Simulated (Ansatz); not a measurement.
Total energies of `FC1CC(F)(F)C1(F)F`.

```xyz
12

F     1.0521   -0.7692    1.8381
C     0.1503   -0.1013    1.0760
C     0.7221    0.8449    0.0057
C    -0.3175    0.3080   -0.9759
F    -1.4282    1.0704   -1.0289
F     0.0797    0.0544   -2.2257
C    -0.5259   -0.9180   -0.0438
F     0.2234   -1.9582   -0.4323
F    -1.7781   -1.3347    0.1568
H    -0.5973    0.3691    1.7189
H     1.7204    0.5208   -0.2914
H     0.6988    1.9138    0.2025
```

The species carries charge 0 and has multiplicity 1. The structure was optimised at the PBE0-D4/def2-TZVP level. Basis def2-TZVPP, the Gaussian-basis code of Ansatz.

RPA on PBE orbitals: Hartree–Fock energy of these orbitals -650.54790 Eh, correlation -2.84152 Eh (frozen core).

```csv
functional,energy without D4 (Eh),D4 term (kJ/mol)
revPBE,-653.47737,-89.3
B97M-V,-653.52288,–
PBE0,-653.04675,-21.5
r2SCAN0,-653.32405,-7.4
HSE06 (plane-wave form),-653.01884,-19.7
BHLYP,-653.41835,-27.7
CAM-B3LYP,-653.50878,-21.3
ωB97M-V,-653.53027,–
B2PLYP,-653.29655,–
PBE-QIDH,-652.96139,–
```

Problem. Give the same for LDA (SPW92), PBE, BLYP, r2SCAN, B3LYP, r2SCANh, LC-ωPBE, ωB97X-V. (Best estimate.)

Solution. The calculation gave: 
```
 functional  energy without D4 (Eh)  D4 term (kJ/mol)
LDA (SPW92)              -649.15020                 –
        PBE              -653.03673             -25.7
       BLYP              -653.59019             -57.9
     r2SCAN              -653.40818              -6.5
      B3LYP              -653.69120             -40.9
    r2SCANh              -653.37358              -6.8
    LC-ωPBE              -653.33328                 –
    ωB97X-V              -653.49561                 –
```

B3LYP takes the VWN-RPA correlation (the form of Gaussian; ORCA's B3LYP/G). HSE06 is the plane-wave form, built on full-range PBE exchange. The double hybrids freeze the cores in their second-order part.

LC-ωPBE has ω = 0.4 bohr⁻¹.
